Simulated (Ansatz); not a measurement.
A run for Ansatz (a first-principles code): R-CCSD(T)/cc-pVTZ on C2H7Ga (SMILES C[CH2][GaH2]), a point of a torsion scan. The run froze 16 orbitals, filled d shells among them.

Ansatz 0.2 input:
```yaml
crystal:
  periodic: [false, false, false]
  atoms:
    - {symbol: C, position_ang: [-1.05622406, 0.49552258, 0.34013783]}
    - {symbol: C, position_ang: [-0.34134086, -0.73706693, -0.22825077]}
    - {symbol: Ga, position_ang: [1.57993189, -0.19509179, -0.65376567]}
    - {symbol: H, position_ang: [-1.04199609, 1.31291721, -0.38489095]}
    - {symbol: H, position_ang: [-0.55067357, 0.84726992, 1.24270121]}
    - {symbol: H, position_ang: [-2.09440410, 0.27869333, 0.59145115]}
    - {symbol: H, position_ang: [-0.86199657, -1.09728435, -1.12380837]}
    - {symbol: H, position_ang: [-0.37256355, -1.56025750, 0.49583079]}
    - {symbol: H, position_ang: [2.06000979, 1.29114432, -0.37389362]}
    - {symbol: H, position_ang: [2.72172647, -1.11803325, -1.26208368]}
basis:
  gaussian:
    orbitals: cc-pVTZ
magnetization: {spin_polarized: false}
correlation: {method: ccsd_t, electrons: outside_noble_gas}
scf: {lower_state_search: off}
```

It printed:

```
WARN ansatz: RAYON_NUM_THREADS=1 ignored (pool sized by the plan → 1); use --threads N
Functional definition: HF
these checks for a lower state are left out or cut short: stability, starts, cluster_reference, orbital_swaps, neighbouring_geometries, increment
integrals: 0.83 GiB planned
1149 factors; integrals over basis functions are off by at most 1.1e-3 eV
mean field: 0.59 GiB planned
mean field evaluation 1: about -54504.4165 eV, gradient 3.0e1 eV
mean field evaluation 2: about -54504.4794 eV, gradient 3.0e1 eV
mean field evaluation 4: about -54507.0430 eV, gradient 3.1e0 eV
mean field evaluation 8: about -54507.0823 eV, gradient 1.7e-1 eV
mean field -54507.08240658 eV, -2003.0983322145 hartree, gradient 1.1e-6 eV, S^2 0.000000; 0 other end points of the search recorded, 0 dependent functions left out
16 core orbitals not correlated
reference -54507.08240658 eV, -2003.0983322145 hartree; 9, 9 occupied and 176, 176 virtual orbitals, 1149 factors
second order -12.04654895 eV of doubles, -0.00000000 eV of singles
coupled cluster: 0.97 GiB planned
cycle   1  -12.78269054 eV  change   -7.4e-1 eV  update   7.3e-2
cycle   2  -13.15196408 eV  change   -3.7e-1 eV  update   2.2e-2
cycle   3  -13.19146263 eV  change   -3.9e-2 eV  update   7.2e-3
cycle   4  -13.19036227 eV  change    1.1e-3 eV  update   1.9e-3
cycle   5  -13.19042829 eV  change   -6.6e-5 eV  update   5.6e-4
cycle   6  -13.19035229 eV  change    7.6e-5 eV  update   1.7e-4
cycle   7  -13.19032216 eV  change    3.0e-5 eV  update   5.1e-5
cycle   8  -13.19032531 eV  change   -3.1e-6 eV  update   1.7e-5
perturbative correction -0.46297852 eV, -0.0170141467 hartree
Total energy: -54520.73571041 eV, -2003.6000818757 hartree
Checks for a lower state left out: stability, starts, cluster_reference, orbital_swaps, neighbouring_geometries, increment
```

The run converged.

Cost: very roughly 100 core-seconds.
